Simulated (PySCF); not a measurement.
Problem. Write a Z-matrix for InChI=1S/GeH7NSi2/c1-2-4-3-1/h2H,1,3-4H2 as optimised with PBE0-D3(BJ)/def2-SVP.

Solution. 
Z-matrix in Å and degrees, rows numbered from 1:
```
N 
Si  1  1.7461
Si  2  2.3573  1   88.86
Ge  1  1.8629  2  109.49  3    -0.27
H   1  1.0150  2  126.17  3  -179.43
H   2  1.5001  1  114.73  3  -117.90
H   2  1.5000  1  114.76  3   118.32
H   3  1.4942  2  117.33  1  -111.75
H   3  1.4936  2  118.03  1   113.22
H   4  1.5457  1  111.99  2   119.28
H   4  1.5458  1  112.00  2  -118.91
```

Ge4 (germanium bonded to N, Si and 2 H) has angles from 85.0° to 118.9°. The 4-membered ring N1–Si2–Si3–Ge4 has internal angles of 76.6° to 109.5° (sum 360°, against 360° for a flat polygon); it is planar, 0.00 Å rms from its mean plane, widest ring torsion 0°. The 4 heavy atoms lie in one plane (0.002 Å rms). N1 (silicon-bound nitrogen) is planar (angles 126.2°, 124.3° and 109.5°, sum 360.0°, 0.01 Å off the plane of its three neighbours).

Computed, not measured: PySCF, PBE0-D3(BJ)/def2-SVP geometry optimisation, gas phase.

Point group: Cs (tolerance 0.08 Å). Stationary, but not proved a minimum.
